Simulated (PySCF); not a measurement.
Simulation results for CH6AlB2, AlB2FH3

Calculation on a computer-drawn molecule: the log of a Hartree-Fock and frozen-core CCSD(T) single point meant for a local Hartree-Fock minimum, with one planted fault or none, to be diagnosed. Offsets are logged minus clean, where the clean run is the same molecule without the fault. The reference is restricted for singlets and unrestricted otherwise, and also for a bond in bohr or an excited solution. Adding or removing an electron swaps singlet and doublet. The excited solution moves the top pair (singlet) or top alpha electron (doublet) to the lowest empty orbital. Highest occupied and lowest empty are orbital energies over both spins, largest force is the largest gradient component, triples share is (T) over the correlation energy, the T1 limit is 0.02 restricted and 0.045 unrestricted, electrons count all cores, a negative frequency is imaginary (commonest isotopes), and the dipole is about the centre of nuclear charge. Program: PySCF 2.14.0.

Common to all runs: meant charge 0; meant multiplicity 2; meant basis cc-pV(D+d)Z; logged electrons 35; logged SCF converged yes; possible faults no fault, one electron removed, one electron added, multiplicity raised by two, geometry at a saddle point, SCF held on an excited solution, minimal basis STO-3G, one bond length entered in bohr, all coordinates scaled.

(1) CH6AlB2

Logged structure:
```xyz
10
CH6AlB2
B      0.4489    -1.4173     2.7177
Al     1.7665    -0.7340     1.2846
B      1.7978     1.3272     0.6231
C      0.9010     1.9614    -0.5155
H     -0.3139    -1.8062     3.5461
H      2.7680    -1.8264     0.7055
H      2.5360     2.1023     1.1874
H      1.4419     2.7005    -1.1148
H      0.3960     1.2596    -1.1821
H      0.1167     2.5257     0.0150
```

- logged basis functions: 95
- logged spin squared: 0.7598
- logged highest occupied: -8.0307 eV
- logged lowest empty: 1.0235 eV
- logged largest force: 2.946e-05 hartree/bohr
- logged lowest frequency: 47.091 cm⁻¹
- logged T1 diagnostic: 0.015626
- logged D1 diagnostic: 0.049899
- logged triples share: 0.026971
- logged CC converged: yes
- logged dipole magnitude: 0.96646 debye
- logged SCF stable within its kind: yes
- logged energy HF: -332.5412 hartree
- logged energy CCSD(T): -332.96087 hartree
- planted fault: no fault
- HF energy offset from clean run: 0 kcal/mol
- CCSD(T) energy offset from clean run: 0 kcal/mol

Drawn bonds:
| atom | other atom | order |
| --- | --- | --- |
| 1 | 2 | 1 |
| 2 | 3 | 1 |
| 3 | 4 | 1 |
| 1 | 5 | 1 |
| 2 | 6 | 1 |
| 3 | 7 | 1 |
| 4 | 8 | 1 |
| 4 | 9 | 1 |
| 4 | 10 | 1 |

(2) CH6AlB2

Logged structure:
```xyz
10
CH6AlB2
B      0.4489    -1.4173     2.7177
Al     1.7665    -0.7340     1.2846
B      1.7978     1.3272     0.6231
C      0.9010     1.9614    -0.5155
H     -0.3139    -1.8062     3.5461
H      3.6591    -2.7983     0.1903
H      2.5360     2.1023     1.1874
H      1.4419     2.7005    -1.1148
H      0.3960     1.2596    -1.1821
H      0.1167     2.5257     0.0150
```

* logged basis functions: 95
* logged spin squared: 1.602
* logged highest occupied: -7.6214 eV
* logged lowest empty: 0.44718 eV
* logged largest force: 0.0064662 hartree/bohr
* logged T1 diagnostic: 0.048003
* logged D1 diagnostic: 0.20374
* logged triples share: 0.035426
* logged CC converged: yes
* logged dipole magnitude: 1.052 debye
* logged SCF stable within its kind: yes
* logged energy HF: -332.44737 hartree
* logged energy CCSD(T): -332.85962 hartree
* planted fault: one bond length entered in bohr, row 5 of the drawn bonds
* HF energy offset from clean run: 58.88 kcal/mol
* CCSD(T) energy offset from clean run: 63.54 kcal/mol

Drawn bonds:
| atom | other atom | order |
| --- | --- | --- |
| 1 | 2 | 1 |
| 2 | 3 | 1 |
| 3 | 4 | 1 |
| 1 | 5 | 1 |
| 2 | 6 | 1 |
| 3 | 7 | 1 |
| 4 | 8 | 1 |
| 4 | 9 | 1 |
| 4 | 10 | 1 |

Notes: T1 above single-reference limit.

(3) AlB2FH3

Logged structure:
```xyz
7
AlB2FH3
B     -0.1962    -2.4736     0.5843
Al     0.3244    -0.5778     1.2055
B     -0.9080     1.1789     1.2025
F      1.8860    -0.4236     1.7689
H     -0.5181    -3.5587     0.2202
H     -1.5940     1.4852     2.1422
H     -0.9600     1.9272     0.2619
```

* logged basis functions: 80
* logged spin squared: 0.7626
* logged highest occupied: -8.1404 eV
* logged lowest empty: 0.092842 eV
* logged largest force: 0.0093562 hartree/bohr
* logged dipole magnitude: 2.0219 debye
* logged SCF stable within its kind: no
* logged energy HF: -392.42572 hartree
* planted fault: SCF held on an excited solution
* HF energy offset from clean run: 7.562 kcal/mol

Drawn bonds:
| atom | other atom | order |
| --- | --- | --- |
| 1 | 2 | 1 |
| 2 | 3 | 1 |
| 2 | 4 | 1 |
| 1 | 5 | 1 |
| 3 | 6 | 1 |
| 3 | 7 | 1 |

Notes: coupled-cluster numbers left out as unreliable.

(4) AlB2FH3

Structure as in entry 3.

* logged basis functions: 27
* logged spin squared: 0.7675
* logged highest occupied: -5.7587 eV
* logged lowest empty: 6.7408 eV
* logged largest force: 0.033085 hartree/bohr
* logged T1 diagnostic: 0.015907
* logged D1 diagnostic: 0.055405
* logged triples share: 0.032401
* logged CC converged: yes
* logged dipole magnitude: 0.7869 debye
* logged SCF stable within its kind: yes
* logged energy HF: -387.42967 hartree
* logged energy CCSD(T): -387.56391 hartree
* planted fault: minimal basis STO-3G
* HF energy offset from clean run: 3143 kcal/mol
* CCSD(T) energy offset from clean run: 3330 kcal/mol

Drawn bonds:
| atom | other atom | order |
| --- | --- | --- |
| 1 | 2 | 1 |
| 2 | 3 | 1 |
| 2 | 4 | 1 |
| 1 | 5 | 1 |
| 3 | 6 | 1 |
| 3 | 7 | 1 |
